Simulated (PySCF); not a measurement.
Rows and methods have been separated. Pair them.

Species: C₆H₈N₂.
Atom-mapped SMILES: `[CH3:1][NH:2][c:3]1[cH:4][cH:5][cH:6][cH:7][n:8]1` (hydrogens: H9, H10, H11 on C1; H12 on N2; H13 on C4; H14 on C5; H15 on C6; H16 on C7)

Cartesian coordinates in Å at the PBE0-D3(BJ)/def2-SVP level; atoms count from 1:
```xyz
16
C6H8N2 angstrom
C      2.7491    0.3215   -0.1027
N      1.6447   -0.3616   -0.7011
C      0.3496   -0.2431   -0.2969
C     -0.0489    0.6789    0.6966
C     -1.3937    0.7402    1.0304
C     -2.3076   -0.0990    0.3915
C     -1.8048   -0.9758   -0.5681
N     -0.5250   -1.0544   -0.9074
H      2.8929    0.0620    0.9638
H      3.6702    0.0586   -0.6391
H      2.6353    1.4180   -0.1660
H      1.8075   -1.1201   -1.3493
H      0.6783    1.3245    1.1897
H     -1.7292    1.4454    1.7955
H     -3.3718   -0.0789    0.6302
H     -2.4820   -1.6599   -1.0942
```

The closed-shell ground state was solved 6 times with PySCF (density fitting, gas phase), always in the pcSseg-1 basis (176 functions), with these functionals: B3LYP, BHandHLYP, KT3, LC-wPBE, PBE0 and wB97X-D.

```tsv
row	total energy (Eh)	HOMO (eV)	LUMO (eV)	dipole (D)
P	-348.3751	-4.94	-1.24	2.02
Q	-342.7951	-7.67	1.32	2.04
R	-342.5130	-5.94	-0.42	2.05
S	-342.6813	-8.36	1.70	2.04
T	-342.7002	-6.80	0.64	1.97
U	-342.9261	-5.73	-0.60	2.03
```

Q: Which functional belongs to which row?

A: P = KT3, Q = wB97X-D, R = PBE0, S = LC-wPBE, T = BHandHLYP, U = B3LYP. By rising HOMO–LUMO gap: KT3 (GGA) 3.70 eV; B3LYP (global hybrid, 20 % exact exchange) 5.13 eV; PBE0 (global hybrid, 25 % exact exchange) 5.52 eV; BHandHLYP (global hybrid, 50 % exact exchange) 7.44 eV; wB97X-D (range-separated hybrid) 8.99 eV; LC-wPBE (range-separated hybrid) 10.06 eV. Total energies of different functionals aren't bounds to one another; each is stationary for its own functional.

One conformer stands for the species.

The pairwise dispersion term of wB97X-D wasn't added to the energies; at a given geometry it leaves orbitals and properties as they are.
